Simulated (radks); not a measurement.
Results of a calculation; reference values are marked as such.
Valence configurations of Re (all share [Xe]). Level of theory: non-relativistic Kohn-Sham, PBEsol, spin-polarised, spherical densities, point nucleus; open shells are filled with parallel spins first (spin-orbit coupling, left out, can overturn this in heavy ions); relativity is left out, which matters for an element this heavy (a radial shooting solver on a logarithmic mesh with Libxc functionals). Order these by energy: 4f12 5d5 6s2 6p2; 4f14 5d2.5 6s2 6p2.5; 4f13.5 5d5.5 6s2; 4f14 5d5 6s2; 4f14 5d7; 4f14 5d5 6s1 6p1; 4f12 5d5 6p4; 4f12 5d5.5 6s1 6p2.5; 4f14 5d4.5 6s2 6p0.5; 4f12 5d4.5 6s2 6p2.5.

Answer. From the lowest, in eV above it: 4f14 5d5 6s2 0.000; 4f14 5d7 0.990; 4f14 5d5 6s1 6p1 1.808; 4f14 5d4.5 6s2 6p0.5 3.413; 4f14 5d2.5 6s2 6p2.5 22.480; 4f13.5 5d5.5 6s2 24.293; 4f12 5d5.5 6s1 6p2.5 123.87; 4f12 5d5 6s2 6p2 126.44; 4f12 5d4.5 6s2 6p2.5 133.81; 4f12 5d5 6p4 136.12. NIST lists [Xe] 4f14 5d5 6s2 as the ground configuration; this level of theory agrees among the configurations tried. The energies are those of spherical high-spin densities, not of single terms. Relativity is left out, which favours d and f over s occupation in heavy atoms.
